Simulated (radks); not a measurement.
P, configuration [Ne] 3s2 3p3. All-electron calculation, Dirac Kohn-Sham, LDA (Slater exchange, Perdew-Wang correlation), spin-unpolarised, spherical densities, finite nucleus; open shells are shared between the two j in proportion to 2j + 1; Fermi nuclear charge, rms radius 3.1889 fm. Program: a radial shooting solver on a logarithmic mesh with Libxc functionals.

X-ray form factor f0, the Fourier transform of the density (f0(0) = 15):

sin(theta)/lambda (1/angstrom),f0 (electrons)
0.05,14.457
0.1,13.143
0.15,11.647
0.2,10.351
0.25,9.355
0.3,8.608
0.4,7.530
0.5,6.646
0.6,5.801
0.8,4.270
1,3.122
1.25,2.233
1.5,1.754
2,1.334
